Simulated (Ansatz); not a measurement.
CaF2 (SMILES [F][Ca][F]) moved off its minimum; all values from Ansatz (a quantum-chemistry and plane-wave program), cores frozen in correlated methods.
(charge 0, multiplicity 1)
```xyz
3

Ca     0.36053     0.11511    -0.05514
F     -0.66394     1.45016    -1.18923
F      0.00008    -1.49840     1.46532
```

Problem. Give the forces (eV/Å), the total energy and the dipole at CCSD(T)/def2-TZVPPD.

Solution. 
```tsv
atom	Fx	Fy	Fz
Ca1	-0.507	-1.318	1.262
F2	0.104	0.054	-0.060
F3	0.403	1.264	-1.202
```
Energy -876.4339 hartree, dipole 5.50 D.
